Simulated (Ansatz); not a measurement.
Ansatz (an electronic-structure program) input (B2PLYP/def2-TZVPD):

Ansatz 0.2 input:
```yaml
crystal:
  periodic: [false, false, false]
  atoms:
    - {symbol: In, position_ang: [-0.00000000, -0.00000000, -0.61884241]}
    - {symbol: Cl, position_ang: [0.00000000, 0.00000000, 1.78372224]}
basis:
  gaussian:
    orbitals: def2-TZVPD
hamiltonian:
  xc: {name: B2PLYP}
magnetization: {spin_polarized: true, initial_magnetization: 2}
correlation: {electrons: outside_noble_gas}
```

End of the output:

```
integrals: 0.07 GiB planned
782 factors; integrals over basis functions are off by at most 1.1e-3 eV
mean field: 0.48 GiB planned
mean field evaluation 1: about -17681.7925 eV, gradient 9.8e0 eV
mean field evaluation 2: about -17681.8084 eV, gradient 9.8e0 eV
mean field evaluation 4: about -17682.5414 eV, gradient 1.1e0 eV
mean field evaluation 8: about -17682.5744 eV, gradient 1.1e-1 eV
mean field evaluation 16: about -17682.5749 eV, gradient 1.8e-4 eV
mean field -17682.57491123 eV, -649.8226423078 hartree, gradient 5.2e-6 eV, S^2 2.008186; 0 other end points of the search recorded, 0 dependent functions left out
14 core orbitals not correlated, not the lowest: weight in the atoms' cores, before any rotation towards them, 0.547 or more for the frozen orbitals, at most 0.479 for the correlated occupied ones
reference -17682.57504287 eV, -649.8226471455 hartree; 6, 4 occupied and 82, 84 virtual orbitals, 782 factors
second order -7.21956788 eV of doubles, -0.00000000 eV of singles
Total energy: -17684.52432619 eV, -649.8942819865 hartree
```

This is an excited triplet: at this geometry the singlet lies 3.24 eV lower at CCSD(T)/CBS(def2-TZVPPD,def2-QZVPPD).
